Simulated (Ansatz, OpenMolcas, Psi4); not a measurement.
**Computed against measured: dipole moment**

9 molecules; the dipole moment in D, computed less measured. Shapes, held fixed at every level: PBE0-D4/def2-TZVP. No vibrational averaging. Dipoles are compared by magnitude; molecules under 1 D, whose direction can flip, are left out. Programs: Ansatz 0.2.0, OpenMolcas 26.06, Psi4 1.11. A level may come from different programs for different species; with the same settings they agree closely. Measured values: NIST CCCBDB.

Levels: A = HF/def2-TZVPP; B = TPSS/def2-TZVPP; C = BHLYP/def2-TZVPP.

```
               molecule  measured      A      B      C
     CuF (fluorocopper)      5.77  +0.61  -1.04  -0.04
NOF (nitrosyl fluoride)      1.81  -0.17  -0.51  -0.29
     SO2 (SMILES O=S=O)      1.63  +0.48  -0.09  +0.27
SeO2 (selenium dioxide)      2.62  +0.78  -0.05  +0.47
    H2CO (formaldehyde)      2.33  +0.43  -0.15  +0.18
    CH2S (methanethial)      1.65  +0.44  +0.05  +0.17
 CHFO (formyl fluoride)      2.02  +0.43  -0.03  +0.23
  CH3Cl (chloromethane)      1.87  +0.21  +0.01  +0.09
   CH3F (fluoromethane)      1.85  +0.17  -0.14  +0.06
```

Task: Which level does best on this set, which worst, and which err to one side?

Result: 
| level | kind | mean error | mean absolute error | worst case |
| --- | --- | --- | --- | --- |
| HF/def2-TZVPP | Hartree–Fock | +0.376 | 0.413 | SeO2 |
| TPSS/def2-TZVPP | meta-GGA | -0.217 | 0.230 | CuF |
| BHLYP/def2-TZVPP | global hybrid | +0.127 | 0.200 | SeO2 |

On this set BHLYP/def2-TZVPP has the smallest mean absolute error and HF/def2-TZVPP the largest. HF/def2-TZVPP is too high in 8 of 9; TPSS/def2-TZVPP is too low in 7 of 9; BHLYP/def2-TZVPP is too high in 7 of 9. The tabulated value of NOF is in doubt (older tables, estimates, or at odds with other calculations) and kept here. Over the 8 molecules whose values aren't doubted the mean absolute errors are A 0.444; B 0.195; C 0.189. The smallest two are near a tie. Relativity is left out for Cu, Se. The set is small.
